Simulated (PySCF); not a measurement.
Input of a run (PBE0-D3(BJ)/def2-SVP geometry optimisation, gas phase (PySCF 2.14.0)), started from GFN2-xTB:
```
{"job": {"xc": "PBE0", "basis": "def2-SVP", "d3": "d3bj", "grid": 1, "kind": "geom"}, "charge": 0, "multiplicity": 1}
F     -3.152340    -0.106615     0.340930
C     -2.345330     0.567992    -0.546046
C     -0.929210     0.679555     0.000983
C     -0.262284    -0.684163     0.150242
Si     1.511351    -0.545767     0.832520
P      2.572225     0.965336    -0.444006
H     -2.374265     0.002296    -1.483748
H     -2.798981     1.554346    -0.689465
H     -0.350974     1.308349    -0.681422
H     -0.969794     1.179024     0.971087
H     -0.254539    -1.184050    -0.821079
H     -0.863893    -1.302894     0.816102
H      1.506880    -0.015945     2.200748
H      2.134167    -1.876151     0.831149
H      3.832670     0.677777     0.042851
H      2.736721     0.125101    -1.532258
```

Output (energies in Eh, forces in Eh/bohr):
```
step   0  E = -850.17940789  max force = 0.019617
step   1  E = -850.18344151  max force = 0.004068
step   2  E = -850.18364093  max force = 0.001113
step   3  E = -850.18366299  max force = 0.000369
step   4  E = -850.18367514  max force = 0.000778
step   5  E = -850.18368122  max force = 0.000998
step   6  E = -850.18368530  max force = 0.000619
step   7  E = -850.18368926  max force = 0.000189
optimisation converged
```

Problem. Summarise the run.

Solution. The energy falls by 2.7 kcal/mol over 8 energy and gradient evaluations, the largest force component goes from 0.0196 to 1.9e-04 Eh/bohr, and the atoms move by 0.130 Å rms after alignment. Among the bonds, P6–H15 and P6–H16 change most and about equally (+0.046 to +0.047 Å). Bonds longer at the end by more than 0.005 Å: 11 of 15; shorter: 2. Among the angles that change most is C3–C4–Si5, from 112.2° to 114.6°. The energy never rose by more than 1e-6 Eh on the way. The first step brought 94 % of the lowering.

Problem. What are the final bond lengths?

Solution. F1–C2 1.375 Å, C2–C3 1.512 Å, C3–C4 1.526 Å, C4–Si5 1.885 Å, Si5–P6 2.272 Å, C2–H7 1.105 Å, C2–H8 1.104 Å, C3–H9 1.104 Å, C3–H10 1.104 Å, C4–H11 1.105 Å, C4–H12 1.103 Å, Si5–H13 1.497 Å, Si5–H14 1.496 Å, P6–H15 1.429 Å, P6–H16 1.430 Å. Numbering counts from 1 in the input's order; the species is `FCCC[SiH2]P`.

The run used 142 basis functions and 47 SCF cycles in all. The run took 55 s wall on one thread of an x86-64 server, no GPU, shared host.

Stationary, but not proved a minimum. One conformer, not necessarily the lowest.

Shape of the structure used: `[F:1][CH2:2][CH2:3][CH2:4][SiH2:5][PH2:6]`: F1–C2–C3–C4 58°, C2–C3–C4–Si5 -177°, C3–C4–Si5–P6 -58°, H–P6–Si5–C4 -171°, H–P6–Si5–C4 -77°.
